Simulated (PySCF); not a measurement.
Computed shifts of a molecule C₅H₁₀, PBE/pcSseg-1 in PySCF, GIAO, gas phase, equivalent atoms averaged, in ppm (number of nuclei): ¹³C: 30.1 (2), 19.2 (2), 15.3 (1). ¹H: 1.36 (6), 0.54 (4). References: ¹³C against TMS (σ = 182.0 ppm); ¹H against TMS (σ = 31.49 ppm), references at their B3LYP-D3(BJ)/def2-TZVP geometries, non-relativistic. The structure is a stationary point at PBE0-D3(BJ)/def2-SVP. The values are those of a single conformer.

Problem. Pick the molecule that these values belong to.
A. CC1(C)CC1
B. CCC1CC1
C. C[C@H]1C[C@@H]1C
D. C=C(C)CC

Solution. A, CC1(C)CC1
